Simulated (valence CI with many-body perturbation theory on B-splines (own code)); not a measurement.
Level structure of Cu XXV

Level of theory: relativistic CI+MBPT: three valence electrons over a frozen Dirac-Fock core [He], radial functions for each j: 9 s, 9 p, 8 d, 6 f, 3 g, 1 h, with the one-electron correlation potential Σ1, the two-electron term Σ2, the three-electron term Σ3, Breit, model QED; selected CI, second order for the rest, scaled by the run's own slope (own B-spline code, finite nucleus).

No measured levels were compared; by estimate levels of excited configurations hold to 0.05 to 0.15 % of their energy, terms of the ground configuration to about 0.5 %.

Levels 1 to 45 of 58, with energies above the lowest level, 2s²2p ²P°_1/2. "Leading %" is the weight of the configuration and term that name the level; weights of strongly mixed levels are sums over their largest components and can fall short, so below about 35 % the name and the second component can differ from the true leading terms, or belong to a minority configuration. Lifetimes count E1, E2, E3, M1 and M2 decay at the calculated energies, and are blank where another channel may lead or the interval is too uncertain; long ones can be off by a factor of two.

```tsv
No.	Configuration	Term	J	E (Ry)	Leading %	Lifetime	g
1	2s²2p	²P°	1/2	0.00	98		0.659
2	2s²2p	²P°	3/2	1.74	98	15.9 μs	1.329
3	2s2p²	⁴P	1/2	4.42	93	4.22 ns	2.605
4	2s2p²	⁴P	3/2	5.32	99	43.1 ns	1.720
5	2s2p²	⁴P	5/2	6.03	89	5.18 ns	1.551
6	2s2p²	²D	3/2	8.22	92	59.7 ps	0.842
7	2s2p²	²D	5/2	8.70	89	134 ps	1.240
8	2s2p²	²P	1/2	9.22	67	19.8 ps	1.135
9	2s2p²	²S	1/2	11.07	66	22.5 ps	1.582
10	2s2p²	²P	3/2	11.19	92	15.4 ps	1.291
11	2p³	⁴S°	3/2	13.79	80	18.9 ps	1.830
12	2p³	²D°	3/2	15.34	74	30.9 ps	1.030
13	2p³	²D°	5/2	15.82	100	34.6 ps	1.195
14	2p³	²P°	1/2	17.28	98	17.2 ps	0.659
15	2p³	²P°	3/2	18.32	73	17.2 ps	1.261
16	2s²3s	²S	1/2	94.89	95	227 fs	2.000
17	2s²3p	²P°	1/2	96.77	92	3.13 ps	0.666
18	2s²3p	²P°	3/2	97.26	92	2.79 ps	1.334
19	2s2p3s	⁴P°	1/2	98.62	95	216 fs	2.580
20	2s²3d	²D	3/2	98.95	95	31.5 fs	0.798
21	2s2p3s	⁴P°	3/2	99.02	87	203 fs	1.683
22	2s²3d	²D	5/2	99.10	96	33.0 fs	1.199
23	2s2p3s	²P°	1/2	99.71	94	301 fs	0.716
24	2s2p3p	⁴D	1/2	100.26	75	355 fs	0.190
25	2s2p3s	⁴P°	5/2	100.30	98	184 fs	1.596
26	2s2p3p	⁴D	3/2	100.61	70	386 fs	1.224
27	2s2p3s	²P°	3/2	101.05	89	213 fs	1.361
28	2s2p3p	⁴S	3/2	101.09	24	205 fs	1.480
29	2s2p3p	²P	1/2	101.28	62	78.3 fs	0.686
30	2s2p3p	⁴D	5/2	101.33	84	5.95 ps	1.381
31	2s2p3p	⁴P	1/2	101.42	88	1.79 ps	2.554
32	2s2p3p	²D	3/2	101.69	51	105 fs	1.271
33	2s2p3d	⁴F°	3/2	102.25	86	256 fs	0.479
34	2s2p3p	⁴P	3/2	102.41	49	190 fs	1.486
35	2s2p3p	⁴D	7/2	102.50	100	96.1 ps	1.426
36	2s2p3d	⁴F°	5/2	102.51	80	124 fs	1.080
37	2s2p3p	⁴P	5/2	102.60	56	218 fs	1.444
38	2s2p3p	⁴S	3/2	102.73	41	167 fs	1.573
39	2s2p3d	⁴P°	5/2	102.92	45	39.3 fs	1.398
40	2s2p3d	⁴F°	7/2	102.93	72	73.7 fs	1.271
41	2s2p3d	⁴D°	3/2	103.06	56	26.6 fs	1.300
42	2s2p3d	⁴D°	1/2	103.10	81	21.6 fs	0.256
43	2s2p3p	²D	5/2	103.23	67	92.7 fs	1.323
44	2s2p3s	²P°	1/2	103.27	94	148 fs	0.686
45	2s2p3s	²P°	3/2	103.29	75	91.3 fs	1.286
```

Names give the largest LS component (configuration and term), which can be under half, so a name can repeat, a term be missing and a line seem to break the LS rules; names also repeat where a configuration has a term twice.

The ionisation energy to 2s² ¹S0 of the next ion comes out as 2307.8 eV (NIST: 2307.3 ± 1 eV (semi-empirical)). All 58 levels together are meant to be complete up to 105.47 Ry.
